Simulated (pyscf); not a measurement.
## O=V(SH)(Cl)–Cl, singlet

Gas-phase minimum from PySCF at ωB97X-D3(BJ)/def2-SVP, one conformer. 

```
V
O 1 1.5211
Cl 1 2.1328 2 109.45
Cl 1 2.1329 2 109.42 3 123.33
S 1 2.1885 2 105.14 4 118.33
H 5 1.3476 1 95.73 2 -0.07
```
Charge 0, spin multiplicity 1.

Properties at ωB97X-D3(BJ)/def2-SVP:

* **Harmonic wavenumbers, unscaled**: 127, 128, 161, 233, 263, 309, 418, 508, 529, 634, 1229, 2769 cm⁻¹
* **Zero-point energy**: 10.4 kcal/mol
* **Rotational symmetry number**: 1
* **Entropy of this conformer at 298 K and 1 atm, rigid rotor and harmonic oscillator, modes under 100 cm⁻¹ raised to 100**: 360.5 J/(mol K)
* **Dipole moment**: 1.74 D

Single-point totals, which compare only within one level:

```csv
level,total energy (hartree)
ωB97X-D3(BJ)/def2-TZVP,-2338.66778
PBE/def2-TZVP,-2337.88091
r²SCAN/def2-TZVP,-2338.56431
B3LYP-D3(BJ)/def2-TZVP,-2338.76011
PBE0-D3(BJ)/def2-TZVP,-2337.94911
M06-2X/def2-TZVP,-2338.50259
ωB97M-D3(BJ)/def2-TZVP,-2338.84849
```

Soft torsions are taken as harmonic, which can shift the entropy by several J/(mol K).
